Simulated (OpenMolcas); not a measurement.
Sn3+: effect of the active space

- Program: OpenMolcas
- Method: SS-CASPT2 or its RAS form, IPEA 0.25 Eh, imaginary shift 0.1 Eh
- Basis: ANO-RCC-VDZP
- Scalar Hamiltonian: DKH2, point nucleus
- Spin-orbit coupling: state interaction with AMFI integrals over the reference wave functions, term energies averaged over their components

A. 1 electron in 4 orbitals (5s 5p); 2S+1 = 2 even, 1 root; 2S+1 = 2 odd, 3 roots; closed shells correlated: 4d; CASPT2 step of the order of 0.6 core-seconds
B. 1 electron in 9 orbitals (RAS2 5s 5p; RAS3 5d, at most 1 electron); 2S+1 = 2 even, 1 root; 2S+1 = 2 odd, 3 roots; closed shells correlated: 4d; CASPT2 step about 0.9 core-seconds

Energies in cm⁻¹ above 5s ²S_1/2, the measured ground level; measured values from Moore, Atomic Energy Levels, vol. III, NSRDS-NBS 35 (1971 reprint of NBS Circular 467, 1958).

```csv
Level,A,B,Measured
5s ²S_1/2,0.0,0.0,0.0
5p ²P°_1/2,69326,69337,69564
5p ²P°_3/2,75563,75574,76072
```

Deviations, from unrounded energies. A percentage is the sum of absolute deviations over the sum of measured energies, with the sign that they share, or ± where signs differ.

```
           Against measurement  Levels     A     B
mean absolute deviation (cm-1)       2   370   360
      other configurations (%)       2  -0.5  -0.5
```

A, B lie about equally close to measurement. The largest miss of B in the table is 5p ²P°_3/2, by -500 cm-1. The ranking rests on the paired levels alone, and a cruder setting can come out closer through cancelling errors.

Between A and B the level of the table that moves most is 5p ²P°_3/2, by 11 cm-1 (lowest in A, highest in B).

With one active electron, CASPT2 adds the correlation within the correlated inactive shells and between them and that electron, and leaves the splitting within a term as the reference gives it. The basis is small and was not contracted for so high a charge. With one active electron outside closed inactive shells, the extra shells (5d) add no correlation to the reference (holds for B). Measured partners are found by configuration, term and J. A level has none where our copy of the source lacks it or the pairing is in doubt (some pairs that miss far off the trend of their configuration count as doubtful), and it then counts in no deviation. Only configurations of the active space appear.

° marks odd parity.
